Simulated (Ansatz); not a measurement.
Reaction (atomization): `CS[Si]N` → C• + 5 H• + N• + S• + Si•

Program: Ansatz. Geometries: PBE0-D4/def2-TZVP. ΔE: electronic, gas phase. CBS: MP2 limit from def2 TZ/QZ plus the TZ coupled-cluster correction, frozen cores. This one scheme is used for every species, atoms too. DFT in def2-TZVPP. No spin–orbit coupling; open shells (•) take unrestricted orbitals. Spin–orbit coupling would lower the free atoms: a little for C, S, Si. One conformer a species, not always the lowest.

CCSD(T)/CBS gives +32.70 eV.

**Question.** Another level gave +32.08 eV. Which?
A. MP2/def2-TZVPP
B. HF/def2-TZVPP
C. CCSD(T)/def2-TZVPP
D. r2SCAN0/def2-TZVPP

**Answer.** D. r2SCAN0 32.08, MP2/def2-TZVPP 32.00, HF/def2-TZVPP 22.84, CCSD(T)/def2-TZVPP 31.63 eV.

**Question.** What do rigid-rotor, harmonic-oscillator terms from PBE0-D4/def2-TZVP frequencies (298.15 K, 1 bar) make of the CCSD(T)/CBS value? (An estimate is asked.)

**Answer.** Ansatz gave: ΔZPE = -1.79 eV, ΔH = +31.28 eV, ΔS = 892 J/(mol·K), ΔG = +28.53 eV. Open shells count their whole term as degenerate.

Largest T1 diagnostic among the species: 0.013.

The D4 term adds +0.34 eV with B3LYP and +0.18 eV with PBE0; it sums over pairs of atoms, weighted by their polarisabilities, and B3LYP, whose exchange is more repulsive, gets the larger term. At CCSD(T), def2-SVP lies −2.56 eV from the extrapolated value and def2-TZVPP −1.07 eV: correlation converges slowly with the basis, and small sets miss more of it in the bonded molecule than in its fragments. From r2SCAN to r2SCAN0 (25 % exact exchange), in def2-TZVPP and without D4, ΔE moves by −0.54 eV: exact exchange takes away binding that semilocal exchange gives to molecules.

B3LYP here is the variant with VWN-RPA as its local correlation; programs differ in this.

For atomizations the MP2-based limit and the directly extrapolated one differ by several kJ/mol either way, and by 10 to 25 for some Ge, Se and Sn compounds, so smaller differences from it don't rank the levels.
